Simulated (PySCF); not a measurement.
**MP for M along the chalcogens**

PBE with double-zeta basis sets in PySCF, for the lowest determinant that a PBE0 search found; no spin–orbit coupling. De refers to high-spin ground-configuration atoms. A positive dipole means M(−)P(+).

```json
{"M": "O", "basis": "def2-SVP", "state (unpaired electrons)": "doublet (π ↑)", "Re (Å)": "1.517", "ωe (cm⁻¹)": "1181", "De (eV)": "6.32", "μ (D)": "1.85"}
{"M": "S", "basis": "def2-SVP", "state (unpaired electrons)": "doublet (π ↑)", "Re (Å)": "1.930", "ωe (cm⁻¹)": "728", "De (eV)": "4.73", "μ (D)": "0.56"}
{"M": "Te", "basis": "def2-SVP", "state (unpaired electrons)": "doublet (π ↑)", "Re (Å)": "2.278", "ωe (cm⁻¹)": "462", "De (eV)": "3.46", "μ (D)": "-0.62"}
```

Problem. The row for M = Se is missing. Estimate Re, ωe and De as the mean of the rows for S and Te, and compare with the calculation.

Solution. The means are 2.104 Å, 595 cm⁻¹ and 4.10 eV. PBE in def2-SVP gives PSe as a doublet (π ↑) with Re = 2.064 Å, ωe = 558 cm⁻¹, De = 4.20 eV, so the estimate is off by +4.0 pm, +7 % and -0.11 eV.

Relativity is treated differently too: O no relativity; S no relativity; Se no relativity; Te scalar-relativistic core potentials.

Spin–orbit coupling is left out, which matters for elements this heavy, above all for dissociation energies. States were picked by a PBE0 search and need not be the measured ground states.
